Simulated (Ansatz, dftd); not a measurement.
System: Si2H5S, charge 0, doublet. Si2H5S (SMILES S([SiH2])[SiH3], doublet).
B3LYP-D3(BJ)/def2-TZVP minimum from Ansatz (a program for electronic structure):
```xyz
8

Si     1.0930     1.1918     0.3709
S      0.0843    -0.6868     0.6693
Si    -1.3038    -0.6063    -0.9622
H      1.9465     1.1373    -0.8353
H      0.1112     2.2883     0.2222
H      1.9230     1.4065     1.5738
H     -0.6449    -0.0352    -2.1701
H     -1.7344    -2.0046    -1.2208
```
Charge 0, spin multiplicity 2.

Wanted: atomisation energy (electronic, to ground-state atoms), in kJ/mol. UHF or UKS for unpaired electrons; spin-orbit terms are left out. Correlated methods leave the cores frozen. No relativity. Double hybrids freeze cores in their MP2 part. Where a partner has so few electrons that a lower coupled-cluster level is exact, that level stands in.

```csv
level,program,atomisation energy (kJ/mol)
HF/cc-pV(D+d)Z,Ansatz,1662.4
B2PLYP-D3(BJ)/def2-TZVPD,Ansatz + dftd3,2217.8
B2PLYP/def2-TZVPD,Ansatz,2197.8
B2GP-PLYP-D4/def2-TZVPD,Ansatz + dftd4,2204.8
CCSDT(Q)/cc-pV(D+d)Z,Ansatz,2052.5
```
